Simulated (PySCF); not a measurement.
Compound: C₉H₁₄O.
Numbering: `[CH2:1]=[CH:2][C@@:3]12[CH2:4][CH2:5][C@@H:6]([CH2:7]1)[C@H:8]2[O:9][CH3:10]`

Geometry (GFN2-xTB, Å), atoms numbered from 1 in this order:
```xyz
24
C9H14O angstrom
C     -1.892    1.956   -0.238
C     -1.188    1.175    0.564
C     -0.534   -0.087    0.155
C     -0.887   -1.344    0.969
C      0.001   -2.379    0.244
C      0.651   -1.457   -0.784
C     -0.543   -0.632   -1.285
C      1.022   -0.242    0.084
O      1.721    0.730   -0.638
C      2.006    1.891    0.101
H     -2.348    2.867    0.111
H     -2.037    1.715   -1.277
H     -1.060    1.433    1.610
H     -1.949   -1.576    0.898
H     -0.627   -1.232    2.022
H     -0.582   -3.168   -0.230
H      0.734   -2.840    0.906
H      1.377   -1.883   -1.469
H     -0.249    0.115   -2.015
H     -1.428   -1.175   -1.610
H      1.528   -0.444    1.040
H      1.089    2.417    0.389
H      2.605    2.529   -0.546
H      2.578    1.651    1.007
```

Definitions: NICS(0) = −σiso at the ring centroid; NICS(1) = −σiso and NICS(1)zz = −σzz at ±1 Å along the ring normal z. Level: GIAO PBE0/pcSseg-1 (PySCF, non-relativistic, gas phase) on the GFN2-xTB geometry, one conformer.

Ring bond lengths (Å), with Mayer bond orders in brackets: C3–C4 1.538 (1.02), C4–C5 1.545 (1.00), C5–C6 1.526 (1.01), C6–C7 1.536 (0.94), C7–C3 1.540 (0.93); C3–C7 1.540 (0.93), C7–C6 1.536 (0.94), C6–C8 1.539 (0.92), C8–C3 1.565 (0.86).

Problem. What do the NICS probes read (ppm)?

Solution. 
```
          ring                                            type  NICS(0)  NICS(1), two faces  NICS(1)zz, two faces  rms pucker (Å)  centre to ring atoms, mean (Å)
C3–C4–C5–C6–C7  5-membered carbocycle; formal bonds all single     -6.3        -17.5 / -3.4          -15.5 / -3.5            0.32                            1.24
   C3–C7–C6–C8  4-membered carbocycle; formal bonds all single     -9.7        -3.6 / -10.7          -0.7 / -18.7            0.24                            1.07
```

Problem. What do they say, and how far can they be read as aromaticity?

Solution. 
- C3–C4–C5–C6–C7: mean NICS(1)zz -9.5 ppm, shielded. C3, C4, C5, C6, C7 have four or more neighbours, and the NICS criterion for π rings isn't applied. The two faces differ by 12.0 ppm, so no symmetry operation interchanges them.
- C3–C7–C6–C8: mean NICS(1)zz -9.7 ppm, shielded. C3, C6, C7, C8 have four or more neighbours, so the value isn't read as a sign of a π ring current. The two faces differ by 18.0 ppm, so no symmetry operation interchanges them.

Problem. At the first NICS(1) probe listed for ring C3–C4–C5–C6–C7, 1 Å off the ring, what do the in-plane components average?

Solution. The isotropic value is a third of the trace: (3 × -17.5 − (-15.5))/2 = -18.5 ppm.
